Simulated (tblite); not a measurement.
Isomers of C7H10N2O. Calculated harmonic vibrations of the isolated species, GFN2-xTB (tblite), most abundant isotopes, no scaling. Errors from tens to a few hundred cm⁻¹ against measured bands are possible. One conformer each.

Electronic energies: GFN2-xTB at the same geometries; isomer energies are rough at this level and their order can be wrong.

| SMILES | electronic energy, lowest = 0 (kcal/mol) |
| --- | --- |
| C=CCn1nccc1OC | 23.6 |
| CC(=O)c1cn(C)nc1C | 0.0 |
| CCc1cc(C=O)nn1C | 8.2 |
| COc1ccnn1C1CC1 | 16.4 |

**Question.** How do GFN2-xTB zero-point energies change the relative energies?

**Answer.** 
```
           SMILES  ZPE (kcal/mol)  of it from modes above 1550 cm⁻¹  electronic (kcal/mol)  with ZPE, lowest = 0 (kcal/mol)  lowest mode (cm⁻¹)  rings
CC(=O)c1cn(C)nc1C           100.3                              48.2                    0.0                              0.0                  39      1
  CCc1cc(C=O)nn1C           100.9                              47.6                    8.2                              8.8                  54      1
   COc1ccnn1C1CC1           101.5                              46.3                   16.4                             17.6                  34      2
    C=CCn1nccc1OC           100.4                              48.3                   23.6                             23.7                  20      1
```

The zero-point energies span 1.2 kcal/mol, from `CC(=O)c1cn(C)nc1C` to `COc1ccnn1C1CC1`. The order is unchanged.
